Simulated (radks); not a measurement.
Species: the rhodium ion Rh18+. Configuration: [Ar] 3d7 4s2 (not the ground configuration). Method: Dirac Kohn-Sham, BLYP, spin-unpolarised, spherical densities, finite nucleus; open shells are shared between the two j in proportion to 2j + 1; Fermi nuclear charge, rms radius 4.4945 fm; computed with a radial shooting solver on a logarithmic mesh with Libxc functionals.

Spin-orbit splittings of the eigenvalues, e(l+1/2) - e(l-1/2), with zeta = 2 splitting/(2l+1) and mean radii in bohr:

2p: occ. 6; splitting (eV) 145.3; zeta (eV) 96.84; <r> j=l-1/2 0.1200; <r> j=l+1/2 0.1248
3p: occ. 6; splitting (eV) 27.50; zeta (eV) 18.34; <r> j=l-1/2 0.3668; <r> j=l+1/2 0.3762
3d: occ. 7; splitting (eV) 5.717; zeta (eV) 2.287; <r> j=l-1/2 0.3426; <r> j=l+1/2 0.3455
4p: occ. 0; splitting (eV) 7.614; zeta (eV) 5.076; <r> j=l-1/2 0.8125; <r> j=l+1/2 0.8268
4d: occ. 0; splitting (eV) 1.528; zeta (eV) 0.6112; <r> j=l-1/2 0.8442; <r> j=l+1/2 0.8482
